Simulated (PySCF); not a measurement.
## Computed vibrations of Pb(NH2)2

Pb(NH2)2 (singlet). PySCF 2.14.0, RKS PBE, Pb def2-SVP with ECP60, N def2-SVP, H def2-SVP; non-relativistic Hamiltonian with scalar-relativistic core potentials where named; density fitting; no spin-orbit coupling. Central differences of gradients.

```xyz
7

Pb    0.1894    0.0788   -0.0098
N    -1.1143   -0.4694    1.6424
H    -0.9710   -0.0649    2.5738
H    -2.1099   -0.6821    1.5128
N    -1.2571   -0.5174   -1.5203
H    -0.9520   -0.7354   -2.4748
H    -2.0942   -1.0674   -1.2963
```

Run from Python with OMP_NUM_THREADS=2. Where DIIS fails, smearing, a level shift and second-order steps follow.
It took 40 s on 2 threads of Arm Neoverse V1, with other jobs on the host.

(1) What are the harmonic wavenumbers and infrared intensities?

(2) Is this a minimum?

## Answers

(1) Modes are labelled in C2; negative numbers are unstable modes, those under 60 cm⁻¹ near the noise; a finer grid moves soft modes by up to 10 cm⁻¹.
```
cm⁻¹  km/mol  symmetry
 155     1.0         a
 235   354.0         b
 250     2.1         a
 298    21.4         a
 360    16.7         b
 506    67.9         b
 510    36.1         a
 556     1.2         b
 654    23.8         a
1442    15.1         b
1458     0.3         a
3439     0.7         a
3443     5.7         b
3556     5.1         a
3558     5.1         b
```

(2) Yes. Ideal gas at 298.15 K and 1 bar: S = 322.8 J/(mol K), Cp = 89.2 J/(mol K), H − H(0 K) = 18.2 kJ/mol (rigid rotor, harmonic modes, spin degeneracy alone).
